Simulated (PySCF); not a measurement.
## Electron correlation in Sn (tin, neutral)

[Kr] 4d10 5s1 5p2 5d1, one real determinant (an excited configuration). Computed with PySCF 2.14 in aug-cc-pVTZ-DK3 (8s7p5d2f, 68 functions), with scalar relativity by spin-free X2C-1e. Frozen: [Kr] 4d10; 4 electrons correlated.

| level | correlation energy (mhartree) |
| --- | --- |
| CCSD | -24.07 |
| (T) | -2.09 |
| CCSD(T) | -26.16 |

Diagnostics: T1 = 0.028, D1 = 0.0756, largest double amplitude 0.307.

The real determinant used has ⟨L²⟩ near 8 against 12 for a pure F term, so it mixes terms. The outer electron is Rydberg-like, and this basis confines it to a smaller radius and binds it less than a complete one would. A double-excitation amplitude exceeds 0.15, a sign of near-degeneracy.

Cost of the coupled-cluster step: about 2 core-seconds, for 4 correlated electrons.

The reference is one real determinant that mixes LS terms of this configuration.
